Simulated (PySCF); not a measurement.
**Nuclear quadrupole coupling in `C=CC(=O)OCCC(=O)[O-]`**

Species: C₆H₇O₄ (charge -1).
Geometry (GFN2-xTB, Å), atoms numbered from 1 in this order:
```
atom  x, y, z in Å
C1     3.0528   -0.0650   -2.1646
C2     2.3137    0.2955   -1.1234
C3     0.8395    0.1297   -1.1145
O4     0.2115   -0.3939   -2.0122
O5     0.3304    0.6485   -0.0062
C6    -1.0700    0.4789    0.2814
C7    -1.2645   -0.4284    1.4723
C8    -2.7379   -0.2329    2.0961
O9    -3.1942   -1.2448    2.6279
O10   -3.2079    0.9008    1.9867
H11    4.1228    0.0608   -2.1898
H12    2.5842   -0.5048   -3.0296
H13    2.7336    0.7419   -0.2342
H14   -1.4685    1.4689    0.5257
H15   -1.5721    0.0897   -0.6080
H16   -0.5610   -0.1548    2.2628
H17   -1.1194   -1.4793    1.2196
```

Field gradients from the PBE0/pcSseg-1 density (PySCF, non-relativistic), principal values in atomic units, ordered |Vxx| ≤ |Vyy| ≤ |Vzz|:

```
atom      Vxx      Vyy      Vzz
  O4   0.7340   0.7853  -1.5193
  O5  -0.5967  -0.9581   1.5548
  O9   0.4836   0.9333  -1.4168
 O10   0.4099   0.9141  -1.3240
```

Task: Find the asymmetry η = (Vxx − Vyy)/Vzz and the couplings χ = eQV/h (234.96 MHz × Q in barn × V in au), with Q(17O) = −0.0256 b.

Result: 
```csv
atom,environment,nucleus,η,χzz (MHz),χxx (MHz),χyy (MHz)
O4,ester carbonyl oxygen,17O,0.03,9.14,-4.42,-4.72
O5,ester single-bonded oxygen,17O,0.23,-9.35,3.59,5.76
O9,carboxylate oxygen,17O,0.32,8.52,-2.91,-5.61
O10,carboxylate oxygen,17O,0.38,7.96,-2.47,-5.50
```

The gradient is axial or nearly so (η below 0.05) at O4. The tensor is traceless: Vxx + Vyy + Vzz = 0.

Task: What is Vzz at O10 in SI units (1 au = 9.71736 × 10²¹ V/m²)?

Result: -1.3240 au = -12.866 × 10²¹ V/m².

Task: And the gradient at the other heavy atoms, for which no coupling is worked out here?

Result: 
| atom | environment | Vzz (au) | η |
| --- | --- | --- | --- |
| C1 | terminal =CH2 carbon | 0.376 | 0.33 |
| C2 | alkene CH carbon | 0.320 | 0.56 |
| C3 | ester carbonyl carbon | 0.372 | 0.83 |
| C6 | sp3 carbon bound to oxygen | 0.582 | 0.09 |
| C7 | sp3 carbon next to a carbonyl | 0.108 | 0.72 |
| C8 | carboxylate carbon | 0.366 | 0.71 |

Were the hydrogens deuterons (Q(2H) = 0.00286 b), χzz would run from 193 kHz (H14) to 227 kHz (H11).

Geometry: GFN2-xTB, one conformer, isolated ion. The pcSseg-1 basis has no diffuse functions, a weakness for an anion. GFN2-xTB bond lengths can be off by several hundredths of an ångström, more for odd bonds, and the gradients follow them. The small basis limits the accuracy of the gradients.
